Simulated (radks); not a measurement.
Values are calculated unless marked as measured or tabulated.
Spherical quantum dot in the effective-mass picture: electrons in a hard-walled sphere of radius 9.3, all in effective atomic units (hartree* = m*/eps^2 hartree, bohr* = eps/m* bohr), one dielectric constant everywhere. Level of theory: non-relativistic Kohn-Sham, LDA (Slater exchange, Perdew-Wang correlation), spin-polarised, spherical densities (a radial shooting solver with Libxc functionals). Levels are named by radial order and angular momentum (1s, 1p, 1d, 2s, ...), and open shells are averaged over m.

N = 28, configuration 1s2 1p6 1d10 1f(up 7, down 3). This is the lowest configuration that the search found. Occupied and some empty levels:

level,occupation,eigenvalue (hartree*),<r> (bohr*)
1s up,1,3.5714,7.156
1s down,1,3.5851,7.142
1p up,3,3.5924,7.202
1p down,3,3.6062,7.191
1d up,5,3.6333,7.266
1d down,5,3.6473,7.258
1f up,7,3.6930,7.336
1f down,3,3.7072,7.331
1g up,0,3.7704,7.407
1g down,0,3.7847,7.404
2s up,0,3.9152,4.420
2s down,0,3.9192,4.386
2p up,0,3.9885,5.041
2p down,0,3.9940,5.018
2d up,0,4.0876,5.453
2d down,0,4.0942,5.436

Energy (hartree*): total 53.2001, kinetic 8.3584, external 0, Hartree 50.694, exchange-correlation -5.8518.
